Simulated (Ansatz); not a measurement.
ZrTe₂⁺. Charge 1, multiplicity 2. Geometry r2SCAN-D4/def2-TZVP, basis def2-TZVP, Ansatz.

```xyz
3

Zr   -0.4575    0.8357   -1.1771
Te   -0.8941   -0.0275    1.3022
Te    1.3517   -0.8082   -0.1251
```

```
run  HOMO (eV)  LUMO (eV)
  A     -11.06      -6.72
  B      -9.14      -8.20
  C      -9.01      -8.30
  D      -9.08      -8.71
  E      -9.50      -8.21
  F     -12.30      -5.62
```

In the def2 sets Te, Zr take a core potential; there is no spin–orbit coupling. The structure comes from a short search, and lower isomers may exist.

HOMO and LUMO are taken over both spins.

**Question.** The runs used B97M-V, BHLYP, LDA (SPW92), r2SCAN, revPBE, ωB97X-V. Estimate which is which.

**Answer.** A BHLYP (50 % exact exchange); B B97M-V (0 % exact exchange); C revPBE (0 % exact exchange); D LDA (SPW92) (0 % exact exchange); E r2SCAN (0 % exact exchange); F ωB97X-V (range-separated). Exact exchange lowers occupied and raises empty levels; among semilocal functionals meta-GGAs tend to open the gap a little, and such runs are hard to tell apart. The gap grows from 0.37 eV (LDA (SPW92)) to 6.68 eV (ωB97X-V). At B97M-V/def2-TZVP, r2SCAN-D4/def2-TZVP the charge 1 doublet is spin-contaminated (final ⟨S²⟩ up to 0.86, 0.75 for a pure state).
